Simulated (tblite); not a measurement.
Species: H9PSSi3.
Atom-mapped SMILES: `[SiH3:1][P:2]([SiH3:3])[SiH2:4][SH:5]` (hydrogens: H6, H7, H8 on Si1; H9, H10, H11 on Si3; H12, H13 on Si4; H14 on S5)

Computed with GFN2-xTB (tblite), gas phase: L-BFGS steps from a force-field or distance-geometry start until the largest atomic force falls under 0.01 eV/Å.

Step 76: E = -424.0401 eV
```
atom  x, y, z in Å  |  force x, y, z in eV/Å
Si1    -1.5830   -1.5343   -0.3155   -0.002  -0.071   0.075
P2     -0.7801    0.0908    0.9693    0.032   0.228   0.025
Si3    -0.7928    1.8765   -0.3804   -0.025   0.061  -0.005
Si4     1.3828   -0.3602    1.0849    0.028  -0.018  -0.029
S5      2.2783   -0.3642   -0.8800    0.427   0.149   0.112
H6     -1.3839   -2.7389    0.4985   -0.082   0.033  -0.100
H7     -2.9925   -1.1839   -0.5149    0.113  -0.081  -0.015
H8     -0.8620   -1.6580   -1.5826   -0.042   0.004  -0.018
H9     -0.0073    2.8999    0.3195   -0.028  -0.075  -0.058
H10    -0.2402    1.6189   -1.7181   -0.025  -0.010   0.141
H11    -2.1938    2.2843   -0.4963    0.039  -0.046   0.013
H12     2.0908    0.6771    1.8294   -0.060  -0.005  -0.010
H13     1.5908   -1.6816    1.6704   -0.001   0.020  -0.009
H14     3.4923    0.0730   -0.5063   -0.374  -0.190  -0.122
```

Step 77: E = -424.0459 eV
```
atom  x, y, z in Å  |  force x, y, z in eV/Å
Si1    -1.5782   -1.5349   -0.3131    0.074   0.062   0.044
P2     -0.7743    0.0906    0.9774    0.022   0.133   0.019
Si3    -0.7935    1.8764   -0.3677   -0.012   0.034   0.011
Si4     1.3889   -0.3656    1.0827    0.009  -0.006  -0.036
S5      2.2800   -0.4016   -0.8843    0.035   0.008  -0.024
H6     -1.4438   -2.7310    0.5093   -0.044  -0.097   0.007
H7     -2.9639   -1.1573   -0.5644   -0.037  -0.034  -0.025
H8     -0.8313   -1.6906   -1.5584    0.003   0.004  -0.054
H9     -0.0253    2.9005    0.3435   -0.003  -0.024  -0.029
H10    -0.2196    1.6295   -1.6938    0.000  -0.022   0.069
H11    -2.1944    2.2671   -0.5031   -0.013  -0.026   0.014
H12     2.1008    0.6816    1.8060   -0.040   0.019   0.004
H13     1.6031   -1.6758    1.6878   -0.006   0.001  -0.006
H14     3.4507    0.1107   -0.5439    0.013  -0.050   0.007
```

Step 78: E = -424.0483 eV
```
atom  x, y, z in Å  |  force x, y, z in eV/Å
Si1    -1.5791   -1.5373   -0.3121    0.038   0.075   0.028
P2     -0.7753    0.0958    0.9697    0.010   0.109   0.026
Si3    -0.7953    1.8807   -0.3737   -0.027   0.045   0.021
Si4     1.3863   -0.3628    1.0803    0.018   0.002  -0.034
S5      2.2903   -0.3851   -0.8805    0.007   0.000  -0.037
H6     -1.4164   -2.7338    0.5061   -0.044  -0.085  -0.003
H7     -2.9765   -1.1767   -0.5403    0.020  -0.048  -0.017
H8     -0.8485   -1.6783   -1.5702   -0.012   0.003  -0.033
H9     -0.0171    2.9007    0.3314   -0.002  -0.017  -0.023
H10    -0.2315    1.6321   -1.7019    0.011  -0.030   0.039
H11    -2.1960    2.2763   -0.4982   -0.010  -0.025   0.014
H12     2.0928    0.6794    1.8163   -0.038   0.014   0.004
H13     1.5935   -1.6783    1.6756   -0.002  -0.003  -0.001
H14     3.4721    0.0868   -0.5246    0.031  -0.041   0.018
```

Q: Estimate the geometry and energy of step 79. (The exact step hangs on the optimiser's Hessian estimate; all steps are aligned on step 78, rigid shifts and turns removed.)

A: E = -424.0455 eV, largest force 0.675 eV/Å
```
atom  x, y, z in Å  |  force x, y, z in eV/Å
Si1    -1.5678   -1.5337   -0.3049   -0.024   0.093  -0.028
P2     -0.7798    0.1306    0.9513   -0.036   0.014   0.050
Si3    -0.8142    1.9004   -0.4034   -0.047   0.072   0.043
Si4     1.3729   -0.3496    1.0770    0.060   0.009  -0.020
S5      2.3045   -0.2999   -0.8697    0.622   0.123   0.232
H6     -1.2694   -2.7371    0.4722   -0.062  -0.013  -0.051
H7     -3.0061   -1.2581   -0.4281    0.178  -0.080  -0.015
H8     -0.9092   -1.5927   -1.6168   -0.084  -0.010   0.078
H9      0.0037    2.9174    0.2558    0.004  -0.001   0.003
H10    -0.3012    1.6274   -1.7421    0.037  -0.048  -0.044
H11    -2.2153    2.3041   -0.4772   -0.020  -0.008   0.005
H12     2.0734    0.6531    1.8768   -0.055  -0.025  -0.024
H13     1.5425   -1.6959    1.6185    0.013   0.030  -0.006
H14     3.5653   -0.0665   -0.4315   -0.588  -0.155  -0.223
```

The energy changes by +0.0029 eV. The first-order estimate −F·Δx gives -0.0131 eV and the mean of the old and new forces, exact on a quadratic surface, +0.0125 eV. The step makes an angle of 81° with the force vector and moves no atom by more than 0.202 Å. The energy falls at the start of this step and ends higher, so the step passed the lowest point of its straight line.
